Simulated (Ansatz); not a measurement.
```xyz
10

C     0.2174   -1.8532    1.0923
Zn   -0.0690   -0.3823   -0.1360
C    -0.3012    1.1602   -1.3080
S     0.4548    2.6213   -0.5274
H    -0.5932   -1.9183    1.8224
H     0.2649   -2.8044    0.5565
H     1.1549   -1.7262    1.6392
H    -1.3237    1.3819   -1.6160
H     0.2841    1.0065   -2.2187
H    -0.0889    2.5145    0.6958
```

Total charge 0; spin multiplicity 1.

Task: List the PBE/def2-TZVPP orbital energies in eV (Ansatz 0.2.0). (Best estimate.)

Result: Computed: Occupied: -9407.16, -2395.58, -1133.76, -999.54, -999.54, -999.48, -269.29, -268.37, -208.49, -154.67, -154.57, -154.37, -125.86, -83.26, -83.25, -83.09, -18.97, -16.59, -15.33, -11.72, -11.58, -11.49, -11.40, -11.40, -10.41, -9.49, -9.31, -9.20, -8.81, -7.54, -6.55, -5.12. Lowest empty: -1.06, -0.94, -0.68, 0.37, 1.06, 1.24, 1.90, 2.16.
